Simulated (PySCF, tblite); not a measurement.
A complex of BeF2 and dinitrogen

A gas-phase complex of BeF2 and dinitrogen; neutral, singlet. The structure comes from a short search (6 tight-binding starts) and was relaxed by PBE0-D3(BJ)/def2-TZVPD; another way of binding may lie lower. No frequency run checks that it is a minimum.

Parts: 1 = BeF2 ([F][Be][F]), atoms 1–3; 2 = dinitrogen (N#N), atoms 4–5.

```xyz
5

F     0.446   -1.208    0.344
Be   -0.067    0.084    0.224
F    -0.740    1.112   -0.436
N     0.457    0.919    1.973
N     0.747    1.345    2.929
```
(Å; atoms numbered from 1)

```
 contact  kind (by geometry)  distance (Å)  angle (°)
Be2···N4        coordination         2.008          -
```

Deforming the relaxed parts to their shape here costs 3.5 kcal/mol, which the interaction energies leave out.

Interaction energies are complex less parts, with the parts frozen as they stand in it; counterpoise-corrected, in kcal/mol (PySCF).

Problem. Give the interaction energy at each level run.

Solution. 
```csv
level,interaction,superposition error removed
wB97M-D3(BJ)/def2-TZVPD,-6.02,-0.95
PBE0-D3(BJ)/def2-TZVPD,-7.00,-1.01
```

Problem. What holds them together? Decompose the wB97M-D3(BJ)/def2-TZVPD energy: frozen parts, their antisymmetrised product, then relaxation.

Solution. electrostatic -13.7, Pauli repulsion +20.6, orbital relaxation -12.7, dispersion correction -1.1 kcal/mol, which sum to the value before the counterpoise correction; the Pauli term holds the exchange-correlation of the frozen density too. Of the attraction, 50 % is electrostatic, 46 % is orbital relaxation, 4 % is dispersion correction.

The parts were also relaxed and run alone, at the levels used for the complex: shieldings by PBE0/pcSseg-2; core levels by delta-SCF with SCAN, pcX-2 on the ionised atom and pcseg-1 elsewhere, spin-free X2C.

Problem. How do these values change when the complex forms?

Solution. 
```csv
property,alone,in the complex,change
shielding of Be2 (ppm),105.7,106.8,+1.1
shielding of N4 (ppm),-86.7,-55.0,+31.7
F1 1s core level (eV),692.90,691.95,-0.95
Be2 1s core level (eV),123.55,122.51,-1.03
N4 1s core level (eV),409.84,410.99,+1.16
```

The core-hole state of N4 is spin-contaminated (⟨S²⟩ 0.85 against 0.75 for a pure doublet), so that value and differences from it are less sure.

The 4 runs behind this took 34 s in all, one thread each of AMD EPYC 9R45 96-Core on a shared host, launched as `OMP_NUM_THREADS=1 python cluster_run.py task.json out`.
